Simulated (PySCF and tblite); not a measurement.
Values are calculated unless marked as measured or tabulated.
Stationary points of C₆H₉F at GFN2-xTB, in Å:

Structure A

```
 1 C     2.219   -0.736   -0.218
 2 C     1.520    0.265    0.283
 3 C     0.422    0.971   -0.454
 4 F     0.626    2.340   -0.344
 5 C    -0.963    0.663    0.105
 6 C    -1.790   -0.438   -0.483
 7 C    -1.232   -0.580    0.899
 8 H     2.988   -1.231    0.350
 9 H     2.047   -1.105   -1.216
10 H     1.697    0.636    1.283
11 H     0.469    0.753   -1.529
12 H    -1.478    1.566    0.409
13 H    -1.348   -1.034   -1.268
14 H    -2.851   -0.280   -0.602
15 H    -0.420   -1.276    1.046
16 H    -1.907   -0.513    1.738
```

Structure B

```
 1 C     2.012   -0.811   -0.439
 2 C     1.469    0.135    0.303
 3 C     0.440    1.103   -0.194
 4 F     0.651    2.331    0.423
 5 C    -0.991    0.680    0.086
 6 C    -1.454   -0.705   -0.246
 7 C    -1.333   -0.281    1.185
 8 H     2.734   -1.501   -0.039
 9 H     1.756   -0.935   -1.479
10 H     1.743    0.266    1.340
11 H     0.566    1.293   -1.270
12 H    -1.685    1.492   -0.094
13 H    -0.723   -1.403   -0.625
14 H    -2.437   -0.826   -0.673
15 H    -0.529   -0.701    1.768
16 H    -2.235   -0.103    1.750
```

Structure C

```
 1 C     2.438   -0.540    0.332
 2 C     1.649    0.515    0.389
 3 C     0.423    0.689   -0.457
 4 F     0.405    1.983   -0.968
 5 C    -0.832    0.471    0.359
 6 C    -2.086   -0.007   -0.310
 7 C    -1.319   -0.928    0.587
 8 H     3.292   -0.645    0.978
 9 H     2.259   -1.347   -0.359
10 H     1.837    1.325    1.079
11 H     0.443    0.022   -1.328
12 H    -0.935    1.181    1.170
13 H    -2.057   -0.189   -1.373
14 H    -3.029    0.387    0.036
15 H    -0.764   -1.736    0.136
16 H    -1.731   -1.173    1.554
```

The path came from a restrained scan, a climbing-image band and a saddle search at GFN2-xTB; energies are PBE0/pcSseg-1 + D3(BJ)//GFN2-xTB, thermal terms GFN2-xTB.

Problem. Which structure is a saddle point, and along which motion?

Solution. A: one imaginary mode (54i cm⁻¹ at GFN2-xTB, mostly on C6, C7, F4), along the rotation about the C3–C5 bond (torsion C2–C3–C5–C6 from -153° to -49°, rising).

Problem. Give their symmetry and energies above the lowest.

Solution. A C1, 3.2 kcal/mol; B C1, 0.5 kcal/mol; C C1, 0.0 kcal/mol.
